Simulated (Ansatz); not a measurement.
System: WCl2, net charge 0, quintet state. The spin state was set by rule; other spins were not relaxed. SMILES: [Cl][W][Cl]
Geometry: optimised at B3LYP-D3(BJ)/def2-TZVP (Ansatz, a quantum-chemistry and plane-wave program).

Quantity: vertical electron affinity (to the sextet state of charge -1; a negative value means that the extra electron is unbound and the number depends on the basis; each state is the SCF solution reached for its spin), in eV. Correlated levels leave the core frozen unless marked. Open shells are spin-unrestricted. Spin-orbit coupling is left out. Frozen are the shells of the preceding noble gas and the d and f shells that filled before the atom's block. Past Kr the def2 sets carry scalar-relativistic core potentials. Anions need diffuse functions: def2-D sets add few. CBS(X,Y): correlation extrapolated as X^-3; Hartree-Fock from the larger set. [CCSD(T)-MP2]/basis is that difference in the basis named.

```csv
level,program,vertical electron affinity (eV)
BHLYP/def2-TZVPD,Ansatz,1.31
CAM-B3LYP/def2-TZVPD,Ansatz,1.42
wB97M-V/def2-TZVPD,Ansatz,1.43
MP2/def2-TZVPPD,Ansatz,1.45
"RI-MP2/CBS(def2-TZVPPD,def2-QZVPPD)",Ansatz,1.51
SCS-MP2/def2-SVPD,Ansatz,1.16
SCS-MP2/def2-TZVPPD,Ansatz,1.09
CCSD/def2-TZVPPD,Ansatz,1.39
"RI-MP2/CBS(def2-TZVPPD,def2-QZVPPD)+[CCSD(T)-MP2]/def2-SVPD",Ansatz,1.45
```
